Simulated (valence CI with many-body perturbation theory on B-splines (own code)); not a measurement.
**Level structure of Dy15+**

Level of theory: relativistic CI+MBPT: five valence electrons over a frozen Dirac-Fock core [Kr] 4d10, radial functions for each j: 7 s, 7 p, 7 d, 7 f, 4 g, 2 h, with the one-electron correlation potential Σ1 (screened to all orders), the two-electron term Σ2, the three-electron term Σ3, Breit, model QED; selected single and double excitations, second order for the rest, scaled by the run's own slope (own B-spline code, finite nucleus).

No measured spectrum was set against this ion. As an estimate, terms of the open shell hold to a few per cent of their energy, and close levels can change places; configurations with another count of f electrons can be misplaced by thousands of cm⁻¹. Core correlation moves these levels by up to 60000 cm⁻¹, and in measured spectra 5 to 20 % of such shifts remained as error; rates that hang on mixing are uncertain with them. Among the levels kept, up to 940 cm⁻¹ of a level comes from second order outside the variational space, and about a tenth of that is noise between levels of different J, which matters for small intervals.

Levels 1 to 45 of 50, with energies above the lowest level, 4f⁵ ⁶H°_5/2. "Leading %" is the weight of the configuration and term that name the level; weights of strongly mixed levels are sums over their largest components and can fall short. In the jj column 3d3/2^4 stands for four electrons in 3d with j = 3/2. Lifetimes count E1, E2, E3, M1 and M2 decay at the calculated energies, and are blank where another channel may lead or the interval is too uncertain; long ones can be off by a factor of two.

| No. | Configuration | Term | J | E (cm⁻¹) | Leading % | Second component | Leading jj | Lifetime |
| --- | --- | --- | --- | --- | --- | --- | --- | --- |
| 1 | 4f⁵ | ⁶H° | 5/2 | 0.0 | 92 | 8 % 4f⁵ ⁴G° | 4f5/2^4 4f7/2 (33 %) |  |
| 2 | 4f⁵ | ⁶H° | 7/2 | 2592 | 95 | 5 % 4f⁵ ⁴G° | 4f5/2^4 4f7/2 (46 %) | 690 ms |
| 3 | 4f⁵ | ⁶H° | 9/2 | 5454 | 96 |  | 4f5/2^3 4f7/2^2 (61 %) | 405 ms |
| 4 | 4f⁵ | ⁶H° | 11/2 | 8431 | 96 |  | 4f5/2^2 4f7/2^3 (46 %) | 380 ms |
| 5 | 4f⁵ | ⁶H° | 13/2 | 11418 | 94 | 4 % 4f⁵ ⁴I° | 4f5/2^2 4f7/2^3 (44 %) | 483 ms |
| 6 | 4f⁵ | ⁶F° | 1/2 | 11882 | 94 | 5 % 4f⁵ ⁴D° | 4f5/2^3 4f7/2^2 (50 %) | 1210 s |
| 7 | 4f⁵ | ⁶F° | 3/2 | 12248 | 91 | 5 % 4f⁵ ⁴D° | 4f5/2^4 4f7/2 (44 %) | 4.15 s |
| 8 | 4f⁵ | ⁶F° | 5/2 | 13172 | 88 | 7 % 4f⁵ ⁴F° | 4f5/2^3 4f7/2^2 (48 %) | 1.01 s |
| 9 | 4f⁵ | ⁶H° | 15/2 | 14325 | 91 | 8 % 4f⁵ ⁴I° | 4f5/2^2 4f7/2^3 (39 %) | 936 ms |
| 10 | 4f⁵ | ⁶F° | 7/2 | 15271 | 90 | 6 % 4f⁵ ⁴F° | 4f5/2^3 4f7/2^2 (42 %) | 759 ms |
| 11 | 4f⁴5s | ⁶I | 7/2 | 17077 | 94 | 5 % 4f⁴5s ⁴H | 4f5/2^3 4f7/2 5s (39 %) | 62.2 ms |
| 12 | 4f⁵ | ⁶F° | 9/2 | 18080 | 93 |  | 4f5/2^2 4f7/2^3 (41 %) | 618 ms |
| 13 | 4f⁴5s | ⁶I | 9/2 | 19906 | 95 |  | 4f5/2^3 4f7/2 5s (55 %) | 48.1 ms |
| 14 | 4f⁵ | ⁶F° | 11/2 | 21235 | 95 | 5 % 4f⁵ ⁴G° | 4f5/2^2 4f7/2^3 (43 %) | 854 ms |
| 15 | 4f⁴5s | ⁶I | 11/2 | 23277 | 96 |  | 4f5/2^3 4f7/2 5s (48 %) | 35.3 ms |
| 16 | 4f⁴5s | ⁶I | 13/2 | 26953 | 96 |  | 4f5/2^2 4f7/2^2 5s (65 %) | 27.1 ms |
| 17 | 4f⁵ | ⁴G° | 5/2 | 28955 | 46 | 25 % 4f⁵ ⁴F° | 4f5/2^5 (47 %) | 12.3 ms |
| 18 | 4f⁴5s | ⁶I | 15/2 | 30764 | 95 |  | 4f5/2^2 4f7/2^2 5s (44 %) | 21.8 ms |
| 19 | 4f⁵ | ⁴F° | 3/2 | 31481 | 92 | 5 % 4f⁵ ⁶F° | 4f5/2^3 4f7/2^2 (52 %) | 23.9 ms |
| 20 | 4f⁵ | ⁴M° | 15/2 | 32776 | 63 | 14 % 4f⁵ ²L° | 4f5/2^4 4f7/2 (67 %) | 172 ms |
| 21 | 4f⁵ | ⁴G° | 7/2 | 34156 | 58 | 25 % 4f⁵ ⁴F° | 4f5/2^4 4f7/2 (37 %) | 14.5 ms |
| 22 | 4f⁵ | ⁴I° | 9/2 | 34496 | 91 | 6 % 4f⁵ ²H° | 4f5/2^3 4f7/2^2 (48 %) | 26.8 ms |
| 23 | 4f⁴5s | ⁶I | 17/2 | 34614 | 92 | 7 % 4f⁴5s ⁴K | 4f5/2 4f7/2^3 5s (43 %) | 18.2 ms |
| 24 | 4f⁵ | ⁴I° | 11/2 | 35311 | 59 | 34 % 4f⁵ ⁴K° | 4f5/2^3 4f7/2^2 (37 %) | 24.2 ms |
| 25 | 4f⁵ | ⁴I° | 13/2 | 35776 | 34 | 31 % 4f⁵ ⁴K° | 4f5/2^4 4f7/2 (45 %) | 30.8 ms |
| 26 | 4f⁵ | ⁴M° | 17/2 | 37308 | 79 | 12 % 4f⁵ ⁴L° | 4f5/2^3 4f7/2^2 (85 %) | 292 ms |
| 27 | 4f⁴5s | ⁴I | 9/2 | 38191 | 90 | 6 % 4f⁴5s ²H | 4f5/2^3 4f7/2 5s (45 %) | 51.4 ms |
| 28 | 4f⁵ | ⁴G° | 5/2 | 38721 | 33 | 32 % 4f⁵ ⁴F° | 4f5/2^2 4f7/2^3 (39 %) | 13.2 ms |
| 29 | 4f⁵ | ⁴I° | 15/2 | 39280 | 37 | 22 % 4f⁵ ⁴M° | 4f5/2^3 4f7/2^2 (60 %) | 23.2 ms |
| 30 | 4f⁵ | ⁴G° | 9/2 | 39929 | 70 | 16 % 4f⁵ ⁴F° | 4f5/2^3 4f7/2^2 (55 %) | 21.3 ms |
| 31 | 4f⁵ | ⁴M° | 19/2 | 40771 | 86 | 10 % 4f⁵ ⁴L° | 4f5/2^2 4f7/2^3 (57 %) | 563 ms |
| 32 | 4f⁵ | ⁴F° | 5/2 | 40984 | 31 | 22 % 4f⁵ ⁴P° | 4f5/2^3 4f7/2^2 (55 %) | 38.8 ms |
| 33 | 4f⁴5s | ⁶F | 1/2 | 41374 | 93 | 7 % 4f⁴5s ⁴D | 4f5/2^3 4f7/2 5s (72 %) | 1.49 ms |
| 34 | 4f⁴5s | ⁶F | 3/2 | 41891 | 90 | 7 % 4f⁴5s ⁴D | 4f5/2^3 4f7/2 5s (44 %) | 1.52 ms |
| 35 | 4f⁵ | ⁴L° | 13/2 | 42345 | 59 | 37 % 4f⁵ ⁴I° | 4f5/2^3 4f7/2^2 (50 %) | 27.4 ms |
| 36 | 4f⁴5s | ⁶F | 5/2 | 43104 | 88 | 6 % 4f⁴5s ⁴D | 4f5/2^2 4f7/2^2 5s (40 %) | 1.40 ms |
| 37 | 4f⁵ | ⁴M° | 21/2 | 43319 | 89 | 10 % 4f⁵ ²N° | 4f5/2^2 4f7/2^3 (47 %) | 2.09 s |
| 38 | 4f⁴5s | ⁴I | 11/2 | 43380 | 88 | 6 % 4f⁴5s ⁴K | 4f5/2^3 4f7/2 5s (50 %) | 21.8 ms |
| 39 | 4f⁵ | ⁴K° | 11/2 | 43543 | 60 | 36 % 4f⁵ ⁴I° | 4f5/2^2 4f7/2^3 (52 %) | 30.5 ms |
| 40 | 4f⁵ | ⁴L° | 15/2 | 43733 | 53 | 17 % 4f⁵ ⁴I° | 4f5/2^3 4f7/2^2 (70 %) | 49.4 ms |
| 41 | 4f⁵ | ⁶P° | 3/2 | 43930 | 53 | 26 % 4f⁵ ⁴P° | 4f5/2^3 4f7/2^2 (68 %) | 55.1 ms |
| 42 | 4f⁵ | ⁴D° | 1/2 | 44142 | 52 | 43 % 4f⁵ ²P° | 4f5/2^4 4f7/2 (60 %) | 16.6 ms |
| 43 | 4f⁵ | ⁴F° | 7/2 | 44779 | 47 | 26 % 4f⁵ ⁴G° | 4f5/2^2 4f7/2^3 (35 %) | 14.7 ms |
| 44 | 4f⁴5s | ⁶F | 7/2 | 45215 | 90 |  | 4f5/2^3 4f7/2 5s (49 %) | 1.26 ms |
| 45 | 4f⁵ | ⁴G° | 11/2 | 45277 | 63 | 30 % 4f⁵ ⁴H° | 4f5/2^2 4f7/2^3 (46 %) | 66.5 ms |

Names give the largest LS component (configuration and term), which can be under half, so a name can repeat, a term be missing and a line seem to break the LS rules; names also repeat where a configuration has a term twice.

Where two levels of one J and parity lie close, their mixing, g and order are uncertain.

The ionisation energy to 4f⁴ ⁵I4 of the next ion comes out as 321.01 eV (NIST: 332 ± 16 eV (theoretical)). All 50 levels together are meant to be complete up to 47900 cm⁻¹.
